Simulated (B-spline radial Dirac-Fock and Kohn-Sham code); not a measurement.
Calculated with a B-spline atomic structure program, using Dirac-Fock orbitals of the configuration average with a finite nucleus.

Question: This computed X-ray form factor belongs to an atom or ion in its tabulated ground configuration. Which?

| sin θ/λ (Å⁻¹) | f₀ |
| --- | --- |
| 0.2 | 1.981 |
| 0.3 | 1.958 |
| 0.5 | 1.886 |
| 0.7 | 1.785 |
| 0.9 | 1.663 |
| 1.4 | 1.315 |
| 3 | 0.473 |
| 3.5 | 0.338 |
| 4 | 0.244 |

Answer: Ne⁸⁺, with 2 electrons in 1s2. f₀ tends to the number of electrons as s goes to zero, which the first rows give only roughly, and the rate of fall reflects the nuclear charge, 10.

Question: This computed X-ray form factor belongs to an atom or ion in its tabulated ground configuration. Which?

```
sin θ/λ (Å⁻¹)     f₀
          0.1  5.994
          0.2  5.976
         0.25  5.962
          0.5  5.852
          1.8  4.446
          2.5  3.520
            4  2.116
            5  1.658
            6  1.411
```

Answer: Ru³⁸⁺, with 6 electrons in [He] 2s2 2p2. f₀ tends to the number of electrons as s goes to zero, which the first rows give only roughly, and the rate of fall reflects the nuclear charge, 44.

Question: This computed X-ray form factor belongs to an atom or ion in its tabulated ground configuration. Which?

| sin θ/λ (Å⁻¹) | f₀ |
| --- | --- |
| 0.2 | 18.890 |
| 0.3 | 18.754 |
| 0.4 | 18.567 |
| 0.45 | 18.454 |
| 0.8 | 17.355 |
| 1 | 16.526 |
| 1.1 | 16.073 |
| 1.4 | 14.611 |
| 2.5 | 9.542 |

Answer: Os⁵⁷⁺, with 19 electrons in [Ar] 3d1. f₀ tends to the number of electrons as s goes to zero, which the first rows give only roughly, and the rate of fall reflects the nuclear charge, 76.

Question: This computed X-ray form factor belongs to an atom or ion in its tabulated ground configuration. Which?

```tsv
sin θ/λ (Å⁻¹)	f₀
0.07	12.987
0.11	12.967
0.16	12.931
0.25	12.833
1.06	10.574
1.31	9.672
2.45	6.443
3.02	5.370
3.72	4.264
```

Answer: I⁴⁰⁺, with 13 electrons in [Ne] 3s2 3p1. f₀ tends to the number of electrons as s goes to zero, which the first rows give only roughly, and the rate of fall reflects the nuclear charge, 53.
